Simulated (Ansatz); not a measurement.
Geometry optimisation, Ansatz 0.2.0, RKS PBE/def2-SVP.

input.yaml

```yaml
crystal:
  periodic: [false, false, false]
  atoms:
    - { symbol: Ge, position_ang: [-0.156822, -0.062872, -0.934461] }
    - { symbol: C, position_ang: [1.480076, 0.037375, 1.759703] }
    - { symbol: H, position_ang: [0.385663, -0.122475, 1.635469] }
    - { symbol: H, position_ang: [1.906784, -0.83915, 2.280861] }
    - { symbol: H, position_ang: [1.634664, 0.961744, 2.345224] }
    - { symbol: H, position_ang: [1.986433, 0.146181, 0.777694] }
    - { symbol: H, position_ang: [-1.022526, 1.09023, -0.208619] }
    - { symbol: H, position_ang: [-1.001772, -1.211033, -0.17467] }
basis:
  gaussian: { orbitals: def2-SVP }
hamiltonian:
  xc: pbe
relax:
  f_tol: 0.03
  max_steps: 50
```

Run as:

```bash
$ ansatz run input.yaml --threads 1 --pin off --max-ram 2048MiB --backend cpu --events-out ev --progress --plain --runs-dir out
```

**Question.** Where does it end, and by what steps?

**Answer.** The run converged. After 7 steps the energy has fallen by 0.035 eV; H6 moved furthest, 0.46 Å.

```
step  energy less start (eV)  largest force component (eV/Å)  accepted
   0                  0.0000                           0.151       yes
   1                 -0.0165                           0.119       yes
   2                 -0.0196                           0.039       yes
   3                 -0.0214                           0.142       yes
   4                 -0.0228                           0.365       yes
   5                 -0.0264                           0.360       yes
   6                 -0.0344                           0.089       yes
   7                 -0.0353                           0.021       yes
```

```xyz
8
Properties=species:S:1:pos:R:3
Ge 0.054 -0.022 -0.884
C 1.347 0.019 1.757
H 0.281 -0.159 1.982
H 1.961 -0.816 2.142
H 1.670 0.986 2.181
H 1.553 0.070 0.648
H -0.849 1.107 -0.172
H -0.803 -1.185 -0.172
```

Whether the end is a true minimum wasn't checked by a vibrational analysis.

Time of the run: 15 s on 1 thread of Arm Neoverse V1, with other jobs on the host, peak memory 0.13 GiB.
